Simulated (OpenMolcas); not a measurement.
Lines of Cr⁴⁺: computed and rescaled rates

```yaml
Program: OpenMolcas 26.06
Method: "SS-CASPT2, IPEA 0.25 Eh, imaginary shift 0.1 Eh (closed shells correlated: 3s 3p)"
Basis: ANO-RCC-VTZP [6s5p3d2f1g]
Scalar_Hamiltonian: DKH2, point nucleus
Active_space: 2 electrons in 5 orbitals (3d)
State_averaging: 2S+1 = 3 even, 10 roots; 2S+1 = 1 even, 15 roots
Spin-orbit_coupling: RASSI with atomic mean-field integrals over the reference wave functions, term energies averaged over their components
```

Rates come from the transition moments of the reference wave functions (E1 and E2 in the length form). At fixed line strength A goes as λ^-3 for E1 and M1 and as λ^-5 for E2, so a rate at the computed wavelength can be rescaled to the measured one. Measured vacuum wavelengths follow from level energies in Sugar and Corliss, J. Phys. Chem. Ref. Data 6, 317 (1977). Branching counts decays inside the model space alone, at computed energies, and the table is only a selection of the E2 and M1 lines, drawn from those between levels with measured partners whose computed energy lies within a factor of 1.5 of the measured one.

```csv
Upper,Lower,Type,λ computed (nm),λ measured (nm),A computed (s-1),A rescaled (s-1),Branching %
3d² ¹S₀,3d² ¹D₂,E2,254.9,263.4,1.98e+01,1.68e+01,93.0
3d² ¹S₀,3d² ³P₁,M1,278.6,281.9,1.21e+00,,5.7
3d² ¹S₀,3d² ³P₂,E2,281.7,284.9,2.38e-01,,1.1
3d² ¹D₂,3d² ³F₃,M1,805.5,788.7,1.02e-01,,63.6
3d² ³P₀,3d² ³F₂,E2,622,645.5,8.97e-02,7.45e-02,100.0
3d² ¹G₄,3d² ³F₄,M1,469,479,7.54e-02,,59.6
3d² ¹D₂,3d² ³F₂,M1,773.8,758.3,5.82e-02,,36.2
3d² ³P₂,3d² ³F₄,E2,645.6,671.2,5.61e-02,4.62e-02,49.4
3d² ³P₁,3d² ³F₃,E2,634.9,659.3,5.38e-02,4.46e-02,54.4
3d² ¹G₄,3d² ³F₃,M1,455.2,464.9,4.95e-02,,39.1
3d² ³P₂,3d² ¹D₂,M1,2687,3505,3.32e-02,,29.2
3d² ³P₁,3d² ³F₂,E2,615,637.9,3.14e-02,2.62e-02,31.7
3d² ³P₂,3d² ³F₃,E2,619.7,643.8,1.80e-02,1.49e-02,15.8
3d² ³P₁,3d² ¹D₂,M1,2998,4018,1.35e-02,,13.6
3d² ³F₄,3d² ³F₃,M1,15440,15790,5.52e-03,5.16e-03,100.0
3d² ³F₃,3d² ³F₂,M1,19650,19680,3.40e-03,3.38e-03,100.0
3d² ³P₂,3d² ³F₂,E2,600.8,623.4,2.91e-03,2.42e-03,2.6
3d² ³P₂,3d² ³F₃,M1,619.7,643.8,2.21e-03,,1.9
3d² ¹G₄,3d² ¹D₂,E2,1047,1132,1.38e-03,9.34e-04,1.1
3d² ³P₂,3d² ³P₁,M1,25900,27440,7.68e-04,6.46e-04,0.7
```

Spin-changing lines and M1 lines between different terms are not rescaled, since their strength hangs on the term gaps too.

The largest correction is for 3d² ¹G₄ → 3d² ¹D₂ (E2): 1.38e-03 × (1047 / 1132)^5 = 9.34e-04 s-1, a factor of 0.68.

The computed rate and branching of 3d² ³F₃ → 3d² ³F₂ give the upper level a radiative lifetime of 1.000 / 3.40e-03 s-1 = 2.94e+02 s, counting decays inside the model space alone. The rescaled rate gives about 3.0e+02 s.

These are rates of the free ion; in crystals, glasses and complexes forced electric-dipole and non-radiative decay shorten such lifetimes by orders of magnitude. No measured rate stands beside these. Rescaling mends the energy factor alone: line strengths can still be far off where a level mixes with configurations outside the active space, and weak or spin-changing lines hang on small mixing coefficients that depend on the term gaps too, so rescaling need not improve them.

CASPT2 breaks the degeneracy within a term, and the mean is taken; among the terms shown or strongly mixed into the levels shown the widest spread is 820 cm-1 (3d² ¹G). Measured partners are found by configuration, term and J. A level has none where our copy of the source lacks it or the pairing is in doubt (some pairs that miss far off the trend of their configuration count as doubtful). Only configurations of the active space appear.
